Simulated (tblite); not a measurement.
Compound: C₂H₅ClGeSi (charge +1 and doublet state).
Atom-mapped SMILES: `[SiH3:1]/[C+:2]=[C:3]\[GeH2:4][Cl:5]` (hydrogens: H6, H7, H8 on Si1; H9, H10 on Ge4)
Bond orders are those of one Lewis drawing.

Computed with GFN2-xTB (tblite), gas phase: L-BFGS steps from a force-field or distance-geometry start until the largest atomic force falls under 0.01 eV/Å.

Geometry at step 18:
```
atom  x, y, z in Å
Si1     2.2726   -0.3268    0.1865
C2      0.5773   -0.0138    0.9891
C3     -0.5972    0.1436    0.7921
Ge4    -2.2423    0.3654   -0.2498
Cl5    -1.8082   -0.4442   -2.1243
H6      2.9966   -0.5319    1.4582
H7      2.4037    0.9144   -0.5915
H8      1.9989   -1.5206   -0.6271
H9     -2.4004    1.8307   -0.1515
H10    -3.1922   -0.4123    0.5900
```

Question: Give the atomic forces at this geometry.

Answer: 
```
atom  Fx (eV/Å)  Fy (eV/Å)  Fz (eV/Å)
 Si1     -0.035      0.013     -0.133
  C2      0.398     -0.056      0.026
  C3     -0.419     -0.034     -0.108
 Ge4      0.066     -0.212     -0.176
 Cl5     -0.141      0.170      0.334
  H6      0.020      0.023     -0.072
  H7      0.205     -0.183      0.125
  H8      0.227      0.097      0.094
  H9     -0.086      0.472     -0.184
 H10     -0.234     -0.291      0.095
```

The largest, 0.51 eV/Å, acts on H9; the rms over all components is 0.199 eV/Å. The forces sum to zero within rounding, as they must for an isolated molecule in no field.

Question: Give the force on H9 in Eh/bohr and in nN.

Answer: 0.514 eV/Å ÷ 51.422 = 0.00999 Eh/bohr, and 0.514 eV/Å × 1.602 = 0.82 nN.

Question: How far is this geometry from the end of the optimisation?

Answer: 0.364 eV above it, and 0.679 Å rms away after alignment. The bonds farthest from their final lengths, with half the difference of the two atoms' forces along the bond (positive lengthens):

```csv
bond,now (Å),final (Å),force along bond (eV/Å)
Ge4–H10,1.487,1.516,+0.19
Ge4–H9,1.477,1.499,+0.35
Si1–C2,1.902,1.886,-0.17
C3–Ge4,1.960,1.946,-0.20
Ge4–Cl5,2.087,2.074,-0.32
Si1–H6,1.478,1.470,+0.04
```

The angle farthest from its final value is Si1–C2–C3, 145.5° against 173.8°.

Of the 5 listed bonds off by 0.010 Å or more, this force points towards the final length in 5.

What follows is the cost of the whole relaxation. The run took 0.37 s of wall time on one thread, AMD EPYC 9R45 (x86_64), on a shared host.
